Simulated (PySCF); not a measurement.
**Choosing a basis for TDDFT**

Compound: C2H5BF2O.
SMILES with atom numbers: `[CH3:1][B:2]([F:3])[O:4][CH2:5][F:6]` (hydrogens: H7, H8, H9 on C1; H10, H11 on C5)

TDDFT with PBE0 (PySCF), vertical singlets, core orbitals frozen in the response, spherical d and f functions. The structure is a single PBE0-D3(BJ)/def2-SVP conformer in the gas phase; no vibrational or solvent corrections.

```json
{"basis": "6-31G*", "functions": "94", "diffuse": "no", "S1 (eV)": "8.51", "S2 (eV)": "8.88", "S3 (eV)": "9.69", "S4 (eV)": "9.97", "S5 (eV)": "10.50", "LUMO (eV)": "1.02", "α (au)": "35.8"}
{"basis": "def2-SVP", "functions": "109", "diffuse": "no", "S1 (eV)": "8.45", "S2 (eV)": "8.84", "S3 (eV)": "9.67", "S4 (eV)": "9.92", "S5 (eV)": "9.96", "LUMO (eV)": "0.75", "α (au)": "36.0"}
{"basis": "6-31+G*", "functions": "118", "diffuse": "yes", "S1 (eV)": "8.37", "S2 (eV)": "8.63", "S3 (eV)": "8.79", "S4 (eV)": "8.97", "S5 (eV)": "9.09", "LUMO (eV)": "0.07", "α (au)": "40.9"}
{"basis": "def2-SVPD", "functions": "169", "diffuse": "yes", "S1 (eV)": "8.40", "S2 (eV)": "8.77", "S3 (eV)": "8.79", "S4 (eV)": "9.24", "S5 (eV)": "9.49", "LUMO (eV)": "0.32", "α (au)": "44.3"}
{"basis": "aug-cc-pVDZ", "functions": "183", "diffuse": "yes", "S1 (eV)": "8.23", "S2 (eV)": "8.48", "S3 (eV)": "8.71", "S4 (eV)": "8.83", "S5 (eV)": "8.92", "LUMO (eV)": "-0.09", "α (au)": "44.9"}
{"basis": "def2-TZVP", "functions": "216", "diffuse": "no", "S1 (eV)": "8.42", "S2 (eV)": "8.79", "S3 (eV)": "9.18", "S4 (eV)": "9.53", "S5 (eV)": "9.62", "LUMO (eV)": "0.58", "α (au)": "42.2"}
{"basis": "def2-TZVPD", "functions": "276", "diffuse": "yes", "S1 (eV)": "8.33", "S2 (eV)": "8.55", "S3 (eV)": "8.75", "S4 (eV)": "8.96", "S5 (eV)": "9.14", "LUMO (eV)": "0.07", "α (au)": "45.0"}
```

Problem. Compare the sets with the largest diffuse one.

Solution. States are compared by their number. Against the largest diffuse basis here (def2-TZVPD, itself not a converged limit), sets without diffuse functions differ by up to 0.18 eV in S1 and 1.36 eV in S5; the smaller diffuse sets differ by up to 0.09 and 0.35 eV. State by state, the largest deviation of a set without diffuse functions is S1 0.18, S2 0.32, S3 0.94, S4 1.01, S5 1.36 eV. The same number needn't mean the same state in each row. Against def2-TZVPD the polarisability deviates by -21% in 6-31G*, -20% in def2-SVP, -9% in 6-31+G*, -2% in def2-SVPD, 0% in aug-cc-pVDZ, -6% in def2-TZVP. A single + in a Pople set puts diffuse functions on heavy atoms only.

Without π bonds the low states may be Rydberg-like; a valence basis with one diffuse set may place them up to an eV too high.
